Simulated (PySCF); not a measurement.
NaBi⁻: from constants to spectrum

UHF-MP2 constants of NaBi⁻, ⁴Σ⁻ (quartet), unpaired electrons σ ↑, π ↑↑ (PySCF, scalar-relativistic core potentials, basis sets Na aug-cc-pVDZ, Bi aug-cc-pVDZ-PP with ECP60; masses 22.9898 and 208.9804 u):

| Item | Value |
| --- | --- |
| ωe | 139.5 cm⁻¹ |
| ωexe | 0.747 cm⁻¹ |
| Be | 0.077904 cm⁻¹ |
| αe | 0.000547 cm⁻¹ |
| D (centrifugal) | 9.71e-08 cm⁻¹ |

(1) Give the vibrational terms G(v) and spacings up to v = 6.

Correlated steps freeze 5 core orbitals. Spin–orbit coupling is left out, which matters for elements this heavy, above all for dissociation energies. The state is the lowest determinant that a PBE0 search found; another state may lie lower at other levels.

Answers

(1) G(v) = ωe(v+½) − ωexe(v+½)².

```json
{"v": "0", "G(v) (cm⁻¹)": "69.6", "G(v) − G(v−1)": "", "Bv (cm⁻¹)": "0.07763"}
{"v": "1", "G(v) (cm⁻¹)": "207.6", "G(v) − G(v−1)": "138.0", "Bv (cm⁻¹)": "0.07708"}
{"v": "2", "G(v) (cm⁻¹)": "344.1", "G(v) − G(v−1)": "136.5", "Bv (cm⁻¹)": "0.07654"}
{"v": "3", "G(v) (cm⁻¹)": "479.1", "G(v) − G(v−1)": "135.0", "Bv (cm⁻¹)": "0.07599"}
{"v": "4", "G(v) (cm⁻¹)": "612.6", "G(v) − G(v−1)": "133.5", "Bv (cm⁻¹)": "0.07544"}
{"v": "5", "G(v) (cm⁻¹)": "744.7", "G(v) − G(v−1)": "132.0", "Bv (cm⁻¹)": "0.07490"}
{"v": "6", "G(v) (cm⁻¹)": "875.2", "G(v) − G(v−1)": "130.5", "Bv (cm⁻¹)": "0.07435"}
```
